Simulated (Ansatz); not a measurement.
Basis sets compared for (H3Sn)2Se (Sn2H6Se). Total charge 0; singlet. Geometry PBE0-D4/def2-SVP. Ansatz on 4 threads of Arm Neoverse V2 on a shared host; times are rough, and most runs start from earlier orbitals.

```xyz
9

Sn   -0.622    1.706    0.524
H    -2.035    0.990    1.180
H    -0.295    3.210    1.268
H    -0.794    1.877   -1.174
Se    1.399    0.241    1.022
Sn    0.690   -1.695   -0.472
H     0.591   -1.158   -2.098
H    -0.837   -2.286    0.037
H     1.903   -2.885   -0.287
```

In the def2 sets Sn takes a core potential; there is no spin–orbit coupling.

Binding counts from free atoms (Sn triplet, H doublet, Se triplet) in the same basis, without a counterpoise term.

| level | functions | energy (Eh) | HOMO (eV) | LUMO (eV) | binding per atom (eV) | wall time |
| --- | --- | --- | --- | --- | --- | --- |
| PBE-D4/def2-SVP | 114 | -2833.0810 | -5.57 | -1.65 | 2.33 | 0.95 s |
| PBE-D4/def2-TZVP | 184 | -2833.3989 | -5.71 | -1.81 | 2.35 | 1.9 s |
| r2SCAN-D4/def2-TZVP | 184 | -2833.9239 | -5.97 | -1.52 | 2.38 | 3.9 s |
| PBE0-D4/def2-SVP | 114 | -2833.1894 | -6.71 | -0.85 | 2.32 | 1.6 s |
| PBE0-D4/def2-TZVP (with forces) | 184 | -2833.5045 | -6.82 | -1.02 | 2.35 | 4.3 s |

Estimate the rows for PBE-D4/def2-TZVPD, r2SCAN-D4/def2-TZVPD, PBE0-D4/def2-TZVPD.


```json
{"level": "PBE-D4/def2-TZVPD", "functions": "223", "energy (Eh)": "-2833.3998", "HOMO (eV)": "-5.74", "LUMO (eV)": "-1.88", "binding per atom (eV)": "2.35", "wall time": "2.8 s"}
{"level": "r2SCAN-D4/def2-TZVPD", "functions": "223", "energy (Eh)": "-2833.9247", "HOMO (eV)": "-5.98", "LUMO (eV)": "-1.57", "binding per atom (eV)": "2.38", "wall time": "5.5 s"}
{"level": "PBE0-D4/def2-TZVPD", "functions": "223", "energy (Eh)": "-2833.5052", "HOMO (eV)": "-6.83", "LUMO (eV)": "-1.10", "binding per atom (eV)": "2.35", "wall time": "4.4 s"}
```
